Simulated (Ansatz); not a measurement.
Abridged output of a molecular run in Ansatz:

```
Functional definition: HF
1587 factors; integrals over basis functions are off by at most 1.1e-3 eV
mean field evaluation 1: about -8346.5190 eV, gradient 3.5e1 eV
mean field evaluation 2: about -8346.6510 eV, gradient 3.5e1 eV
mean field evaluation 4: about -8350.2780 eV, gradient 3.9e0 eV
mean field evaluation 8: about -8350.3394 eV, gradient 3.1e-1 eV
mean field -8350.34004852 eV, -306.8693367193 hartree, gradient 4.0e-6 eV, S^2 0.000000; 1 other end points of the search recorded, 0 dependent functions left out
7 core orbitals not correlated: weight in the atoms' cores, before any rotation towards them, 1.000 or more for the frozen orbitals, at most 0.000 for the correlated occupied ones
reference -8350.34004852 eV, -306.8693367193 hartree; 16, 16 occupied and 218, 218 virtual orbitals, 1587 factors
second order -21.95461769 eV of doubles, -0.00000000 eV of singles
cycle   1  -22.06043483 eV  change   -1.1e-1 eV  update   1.1e-1
cycle   2  -22.65682037 eV  change   -6.0e-1 eV  update   3.3e-2
cycle   3  -22.76303062 eV  change   -1.1e-1 eV  update   1.6e-2
cycle   4  -22.75463587 eV  change    8.4e-3 eV  update   4.5e-3
cycle   5  -22.75308288 eV  change    1.6e-3 eV  update   2.1e-3
cycle   6  -22.75349986 eV  change   -4.2e-4 eV  update   6.1e-4
cycle   7  -22.75328900 eV  change    2.1e-4 eV  update   2.6e-4
cycle   8  -22.75328038 eV  change    8.6e-6 eV  update   8.6e-5
cycle   9  -22.75331608 eV  change   -3.6e-5 eV  update   4.1e-5
cycle  10  -22.75330695 eV  change    9.1e-6 eV  update   1.4e-5
perturbative correction -0.91592540 eV, -0.0336596377 hartree
Total energy: -8374.00928087 eV, -307.7391649648 hartree
```

Its atoms:

```xyz
11

C    -0.143   -1.431   -0.538
C    -0.472   -0.151   -0.811
C    -0.946    0.843    0.156
In    1.127    0.820    0.913
H    -0.363   -1.882    0.425
H     0.287   -2.071   -1.298
H    -0.234    0.223   -1.806
H    -1.596    0.455    0.938
H    -1.322    1.763   -0.278
H     2.351    1.574   -0.022
H     1.311   -0.141    2.323
```

Problem. Which basis set was used?
A. def2-TZVPP
B. def2-SVP
C. cc-pV(D+d)Z
D. def2-QZVPP

Solution. A. It gives 241 functions.

Problem. Write the keys of the input that set method, charge and spin (a neutral closed shell needs none for the last two).

Solution. 
```yaml
correlation: {method: ccsd_t}
```
